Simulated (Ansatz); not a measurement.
Basis-set extrapolation for `F[SiH]1SC1=S` (PBE0-D4/def2-TZVP geometry, frozen core, Ansatz 0.2.0). Multiplicity 1, RHF reference.

```tsv
	def2-TZVPP	def2-QZVPP
HF	-1222.009614	-1222.047202
MP2 correlation	-0.856995	-0.930960
CCSD(T) correlation	-0.930160	not run
```

Energies in hartree. Use E(X) = E(∞) + A·exp(−7.88·√X) for Hartree–Fock and E(X) = E(∞) + B·X^(−2.97) for correlation, with X = 3 and 4, and add CCSD(T) minus MP2 of the smaller set to the MP2 limit.

What is the CCSD(T) energy at the basis-set limit?

HF limit: -1222.047202 + (-0.037588) × 0.13774 = -1222.05238. MP2 limit: -0.930960 + (-0.073965) × 0.74074 = -0.98575. Higher-order term: -0.930160 − (-0.856995) = -0.07317. Total: -1223.11130 hartree, 450.3 kJ/mol below CCSD(T)/def2-TZVPP.
